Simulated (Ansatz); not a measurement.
Geometry optimisation of H4InNOS (`[NH2][In]([OH])[SH]`).

```yaml
crystal:
  periodic: [false, false, false]
  atoms:
    - {symbol: N, position_ang: [-1.478950, 0.688740, 0.943590]}
    - {symbol: In, position_ang: [0.043980, -0.037180, -0.251720]}
    - {symbol: O, position_ang: [1.500690, -0.984630, 0.644390]}
    - {symbol: S, position_ang: [0.320370, -0.214790, -2.630220]}
    - {symbol: H, position_ang: [-2.094030, 1.296500, 0.412790]}
    - {symbol: H, position_ang: [-1.102130, 1.249570, 1.703300]}
    - {symbol: H, position_ang: [1.378410, -1.096390, 1.585540]}
    - {symbol: H, position_ang: [1.431670, -0.901820, -2.407660]}
basis:
  gaussian: {orbitals: def2-TZVP}
hamiltonian: {xc: pbe0, dispersion: d4}
relax: {f_tol: 0.005, max_steps: 150}
```

```sh
$ ansatz run in.yaml --threads 2 --pin off --events-out ev --progress --plain --max-ram 22528MiB --backend cuda --devices 0, --max-vram 18GiB
```

It prints (some lines left out):

```
Functional definition: PBE0
mean field -19607.24515855 eV, -720.5529693086 hartree, gradient 5.3e-5 eV, S^2 0.000000; 0 other end points of the search recorded, 0 dependent functions left out
relax step   1: F+E_penalty+E_count = -19607.37700334 eV  Δ(F+E_penalty+E_count) = +0.000e0 eV  max|allowed force component| = 7.799e-1 eV/Å  Δτ_max = 0.0000 Å  (28 SCF iters, accepted)
mean field -19607.26246710 eV, -720.5536053861 hartree, gradient 1.1e-5 eV, S^2 0.000000; 0 other end points of the search recorded, 0 dependent functions left out
relax step   2: F+E_penalty+E_count = -19607.39487693 eV  Δ(F+E_penalty+E_count) = -1.787e-2 eV  max|allowed force component| = 4.759e-1 eV/Å  Δτ_max = 0.1944 Å  (31 SCF iters, accepted)
mean field -19607.28737087 eV, -720.5545205829 hartree, gradient 7.7e-6 eV, S^2 0.000000; 0 other end points of the search recorded, 0 dependent functions left out
relax step   3: F+E_penalty+E_count = -19607.42041307 eV  Δ(F+E_penalty+E_count) = -2.554e-2 eV  max|allowed force component| = 5.096e-1 eV/Å  Δτ_max = 0.1613 Å  (32 SCF iters, accepted)
mean field -19607.20880856 eV, -720.5516334711 hartree, gradient 2.2e-5 eV, S^2 0.000000; 0 other end points of the search recorded, 0 dependent functions left out
relax step   4: F+E_penalty+E_count = -19607.34206188 eV  Δ(F+E_penalty+E_count) = +7.835e-2 eV  max|allowed force component| = 9.238e-1 eV/Å  Δτ_max = 0.2000 Å  (37 SCF iters, rejected (line search))
mean field -19607.27389263 eV, -720.5540252667 hartree, gradient 1.0e-5 eV, S^2 0.000000; 0 other end points of the search recorded, 0 dependent functions left out
relax step   5: F+E_penalty+E_count = -19607.40690931 eV  Δ(F+E_penalty+E_count) = +1.350e-2 eV  max|allowed force component| = 1.413e0 eV/Å  Δτ_max = 0.0917 Å  (32 SCF iters, rejected (line search))
mean field -19607.30590308 eV, -720.5552016291 hartree, gradient 2.6e-5 eV, S^2 0.000000; 0 other end points of the search recorded, 0 dependent functions left out
relax step   6: F+E_penalty+E_count = -19607.43901448 eV  Δ(F+E_penalty+E_count) = -1.860e-2 eV  max|allowed force component| = 1.715e-1 eV/Å  Δτ_max = 0.0458 Å  (31 SCF iters, accepted)
mean field -19607.30838082 eV, -720.5552926840 hartree, gradient 2.4e-5 eV, S^2 0.000000; 0 other end points of the search recorded, 0 dependent functions left out
relax step   7: F+E_penalty+E_count = -19607.44145215 eV  Δ(F+E_penalty+E_count) = -2.438e-3 eV  max|allowed force component| = 2.580e-2 eV/Å  Δτ_max = 0.0272 Å  (33 SCF iters, accepted)
mean field -19607.30860951 eV, -720.5553010882 hartree, gradient 2.4e-5 eV, S^2 0.000000; 0 other end points of the search recorded, 0 dependent functions left out
relax step   8: F+E_penalty+E_count = -19607.44161003 eV  Δ(F+E_penalty+E_count) = -1.579e-4 eV  max|allowed force component| = 1.244e-2 eV/Å  Δτ_max = 0.0052 Å  (34 SCF iters, accepted)
mean field -19607.30856444 eV, -720.5552994322 hartree, gradient 2.4e-5 eV, S^2 0.000000; 0 other end points of the search recorded, 0 dependent functions left out
relax step   9: F+E_penalty+E_count = -19607.44158222 eV  Δ(F+E_penalty+E_count) = +2.781e-5 eV  max|allowed force component| = 2.870e-2 eV/Å  Δτ_max = 0.0104 Å  (33 SCF iters, rejected (line search))
mean field -19607.30862790 eV, -720.5553017641 hartree, gradient 2.4e-5 eV, S^2 0.000000; 0 other end points of the search recorded, 0 dependent functions left out
relax step  10: F+E_penalty+E_count = -19607.44164573 eV  Δ(F+E_penalty+E_count) = -3.570e-5 eV  max|allowed force component| = 1.845e-3 eV/Å  Δτ_max = 0.0052 Å  (34 SCF iters, accepted)
mean field -19607.30862790 eV, -720.5553017641 hartree, gradient 2.4e-5 eV, S^2 0.000000; 1 other end points of the search recorded, 0 dependent functions left out
Total energy: -19607.44168749 eV, -720.5601916139 hartree
Atom 0 at    -1.453133     0.719543     0.824142 Å, force     0.001845     0.000540    -0.001554 eV/Å
Atom 1 at     0.078956    -0.070550    -0.224019 Å, force     0.000230    -0.000138     0.000070 eV/Å
Atom 2 at     1.550858    -1.008493     0.721054 Å, force     0.001468    -0.001107     0.001548 eV/Å
Atom 3 at     0.233648    -0.188376    -2.581951 Å, force    -0.000661    -0.000026     0.000755 eV/Å
Atom 4 at    -1.995072     1.427089     0.348058 Å, force    -0.000606     0.000032    -0.000609 eV/Å
Atom 5 at    -1.224971     1.055860     1.749470 Å, force    -0.000728    -0.000538     0.000774 eV/Å
Atom 6 at     1.442833    -1.026629     1.674648 Å, force    -0.000696     0.000566    -0.000546 eV/Å
Atom 7 at     1.366891    -0.908444    -2.511392 Å, force    -0.000852     0.000671    -0.000438 eV/Å
Dipole moment:    -0.145348     0.318996     0.365963 e Å
```

Hardware: 2 threads of an AMD EPYC 7R13 on a shared host and a share of an NVIDIA H100 80 GB. Wall time 28 s, peak host memory 0.89 GiB.
